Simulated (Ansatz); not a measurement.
System: H5S (charge -1, singlet). Whether it binds its extra electron was not tested at this geometry. 
Coordinates optimised at B3LYP-D3(BJ)/def2-TZVP (Ansatz, an electronic-structure program):
SMILES: [H][S@OH20-]([H])([H])([H])[H]
```xyz
6

S      0.0899     0.0003    -0.0004
H     -1.2274    -0.0039     0.0053
H     -0.0580     1.6402     0.0203
H     -0.0478    -1.6406    -0.0199
H     -0.0457    -0.0202     1.6406
H     -0.0601     0.0199    -1.6402
```
Charge -1, spin multiplicity 1.

Basis-set convergence of Hartree-Fock and CCSD correlation energies (hartree) with Ansatz. Valence correlation only, unless marked. Spin-orbit coupling is left out. No relativistic terms. This anion needs diffuse functions, which these sets lack.

```csv
basis,functions,E(HF),"E(corr, CCSD)"
def2-SVP,43,-400.01815,-0.26022
def2-TZVPP,112,-400.17660,-0.32553
def2-QZVPP,220,?,?
```

Complete the blanks.


- def2-QZVPP, E(HF): -400.19438
- def2-QZVPP, E(corr, CCSD): -0.34432
